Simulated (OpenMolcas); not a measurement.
Ni2+.

| Property | Result |
| --- | --- |
| Program | OpenMolcas |
| Method | CASSCF |
| Basis | ANO-R2 [6s5p4d2f1g] |
| Scalar Hamiltonian | X2C, finite nucleus |
| Active space | 8 electrons in 5 orbitals (3d) |
| State averaging | 2S+1 = 3 even, 10 roots; 2S+1 = 1 even, 15 roots |
| Spin-orbit coupling | state interaction with AMFI integrals over the reference wave functions, term energies averaged over their components |

Levels without dynamic correlation, in cm⁻¹ above 3d⁸ ³F₄:

| Level | E |
| --- | --- |
| 3d⁸ ³P₂ | 20766 |
| 3d⁸ ¹D₂ | 17143 |
| 3d⁸ ¹G₄ | 26577 |
| 3d⁸ ¹S₀ | 64022 |

On this reference, SS-CASPT2, IPEA 0.25 Eh, imaginary shift 0.1 Eh (closed shells correlated: 3s 3p) puts 3d⁸ ³P₂ at 16660 cm⁻¹.

Task: Estimate the other levels at that method by one scale factor, and say how well it serves.

Result: The factor is 16660 / 20766 = 0.802. Scaled values beside those that SS-CASPT2 gives and measured ones (Corliss and Sugar, J. Phys. Chem. Ref. Data 10, 197 (1981)):
```json
{"Level": "3d⁸ ¹D₂", "Scaled": "13749", "SS-CASPT2": "13060", "Miss (%)": "+5.3", "Measured": "14032"}
{"Level": "3d⁸ ¹G₄", "Scaled": "21315", "SS-CASPT2": "22680", "Miss (%)": "-6.0", "Measured": "23109"}
{"Level": "3d⁸ ¹S₀", "Scaled": "51346", "SS-CASPT2": "52480", "Miss (%)": "-2.2", "Measured": "52532"}
```
For these levels the scaled values miss SS-CASPT2 by up to 6.0 %, as correlation changes each term by its own factor, spin-orbit parts do not scale and CASPT2 has its own spread within terms. This holds within one configuration; levels of others move differently, and the target method has errors of its own against measurement.

CASPT2 breaks the degeneracy within a term, and the mean is taken; among the terms shown or strongly mixed into the levels shown the widest spread is 640 cm-1 (3d⁸ ³F, SS-CASPT2). Some levels mix across a computed gap that differs much from the measured one, so their mixing is not that of the real levels. Without dynamic correlation excited terms often stand tens of per cent too high (terms of higher spin than the ground term too low), and those without a measured partner can miss by more than the paired ones (holds for CASSCF). Computed and measured levels are paired by configuration, term and J; levels that our copy of the source lacks, or whose pairing is in doubt (as where it misses far off the trend of its configuration), stay unpaired and out of the deviations. Levels of configurations outside the active space are missing.
